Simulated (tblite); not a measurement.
C7H13P.
Structure used (GFN2-xTB), in Å, numbered top down from 1:
```xyz
21
C7H13P angstrom
C     -1.8989    2.6381    0.8355
C     -1.6834    1.6054    0.2582
P     -1.4257    0.1716   -0.7464
C     -2.5514   -0.9524    0.2139
C      0.2243   -0.3356    0.0124
C      0.6088   -1.7202   -0.4980
C      1.2698    0.7236   -0.3438
C      2.5878    0.5410    0.4006
H     -2.0726    3.5218    1.3779
H     -2.5326   -1.9503   -0.2208
H     -2.2638   -1.0009    1.2636
H     -3.5660   -0.5644    0.1360
H      0.1048   -0.3664    1.1038
H     -0.1645   -2.4503   -0.2649
H      0.7467   -1.6990   -1.5780
H      1.5351   -2.0586   -0.0385
H      0.8636    1.7091   -0.0987
H      1.4509    0.7006   -1.4214
H      3.2534    1.3753    0.1913
H      3.0900   -0.3741    0.0971
H      2.4147    0.5025    1.4744
```

Method: GFN2-xTB as coded in tblite; computed harmonic values from a numerical Hessian at the method's own geometry, unscaled. The method is semi-empirical: single wavenumbers can be off by several per cent or more. One conformer, not necessarily the lowest.

Harmonic wavenumbers (cm⁻¹): 49.3, 59.4, 104.5, 139.7, 164.8, 177.7, 194.0, 219.4, 264.8, 287.2, 333.9, 349.6, 365.5, 431.4, 638.8, 660.5, 668.9, 695.1, 726.0, 811.9, 870.2, 884.0, 892.9, 974.6, 1016.1, 1040.2, 1083.7, 1142.0, 1158.8, 1215.2, 1254.1, 1303.0, 1315.5, 1349.0, 1410.5, 1414.2, 1443.0, 1459.5, 1484.4, 1495.6, 1500.6, 1504.6, 1515.5, 2193.4, 2881.0, 2956.0, 2971.5, 2988.9, 3008.6, 3013.9, 3017.5, 3018.2, 3026.6, 3030.2, 3033.9, 3042.2, 3362.6.

A = 2135, B = 1269, C = 886.3 MHz; mass 128.075 u (most abundant isotopes); point group C1, symmetry number 1.

Question: What is the zero-point energy?

Answer: Half the sum of the wavenumbers: 38807 cm⁻¹ = 110.95 kcal/mol.

Question: What is S at 400 K and 1 bar for an ideal gas of classical rigid rotors and harmonic oscillators?

Answer: Translation 41.94, rotation 30.16, vibration 46.65: S = 118.7 cal/(mol K).

Question: And Cp and H(400 K) − H(0)?

Answer: Cp = 52.70 cal/(mol K), of which vibrations give 44.75 (their classical limit is 57 R = 113.3); H(400 K) − H(0) = 12.74 kcal/mol without the zero-point energy, 9.56 from vibrations.

Question: How do the functions run with temperature in this model?

Answer: 
| T (K) | S (cal/(mol K)) | Cp (cal/(mol K)) | H − H(0) (kcal/mol) | G − H(0) (kcal/mol) | ln q(vib) |
| --- | --- | --- | --- | --- | --- |
| 150 | 81.2 | 27.7 | 2.65 | -9.52 | 3.58 |
| 250 | 97.7 | 37.8 | 5.93 | -18.49 | 6.82 |
| 298.15 | 104.8 | 42.7 | 7.87 | -23.37 | 8.33 |
| 600 | 143.3 | 68.6 | 24.96 | -61.02 | 17.28 |
| 900 | 174.4 | 84.8 | 48.16 | -108.84 | 25.33 |

q(vib) and H(0) count from the zero-point level.

Question: Which modes carry the vibrational entropy at 400 K?

Answer: 49.3 cm⁻¹: 5.43; 59.4 cm⁻¹: 5.06; 104.5 cm⁻¹: 3.94; 139.7 cm⁻¹: 3.38; 164.8 cm⁻¹: 3.06; 177.7 cm⁻¹: 2.91 cal/(mol K); the other 51 give 22.88 together.

Hindered rotation and anharmonicity are outside this model. Other conformers, if any are populated, would add a mixing term that is left out. The structure is chiral; the term R ln 2 for an equal mix with its mirror image is left out.
